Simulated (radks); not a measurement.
Results of a calculation; reference values are marked as such.
All-electron atom: Tc4+ in [Kr] 4d3.

Level of theory: scalar-relativistic Kohn-Sham, r2SCAN, spin-polarised, spherical densities, finite nucleus; open shells are filled with parallel spins first (spin-orbit coupling, left out, can overturn this in heavy ions); meta-GGA in the generalised Kohn-Sham scheme; Fermi nuclear charge, rms radius 4.4112 fm (a radial shooting solver on a logarithmic mesh with Libxc functionals).

Energy parts (eV):
part                       energy
total                 -116541.026
kinetic                120345.421
electron-nucleus      -279026.382
Hartree                 45606.448
exchange-correlation    -3466.513

Orbitals (lengths in bohr, moments of r in powers of bohr; r(max) is where P^2 peaks; r(90%) holds 90 % of the orbital's charge):
orbital  occ.  eigenvalue (eV)  r(90%)   <1/r>   r(max)
1s up       1        -20960.69  0.0614   44.70  0.02228
1s down     1        -20960.72  0.0614   44.70  0.02228
2s up       1        -3044.361   0.231   10.10   0.1261
2s down     1        -3043.640   0.231   10.10   0.1261
2p up       3        -2727.007   0.212   9.793   0.1009
2p down     3        -2726.486   0.212   9.794   0.1009
3s up       1        -574.8506   0.611   3.493   0.3716
3s down     1        -574.6382   0.611   3.491   0.3717
3p up       3        -469.7461   0.627   3.318   0.3652
3p down     3        -469.4571   0.627   3.317   0.3654
3d up       5        -300.2880   0.635   3.083   0.3120
3d down     5        -299.7112   0.635   3.082   0.3123
4s up       1        -122.5231    1.52   1.296   0.9492
4s down     1        -119.3740    1.51   1.307   0.9430
4p up       3         -93.2194    1.68   1.169    1.017
4p down     3         -89.7668    1.67   1.180    1.011
4d up       3         -50.4411    2.17  0.9152    1.206
4d down     0         -46.4118    2.16  0.9262    1.194

The highest occupied level is 4d up at -50.441 eV. For comparison, the ionisation energy in NIST's Atomic Spectra Database is 57 eV (theoretical). In exact Kohn-Sham theory the highest level is minus the ionisation energy, but local and semilocal functionals leave it too shallow, through self-interaction and a potential that decays too fast; potentials with the right tail come closer.
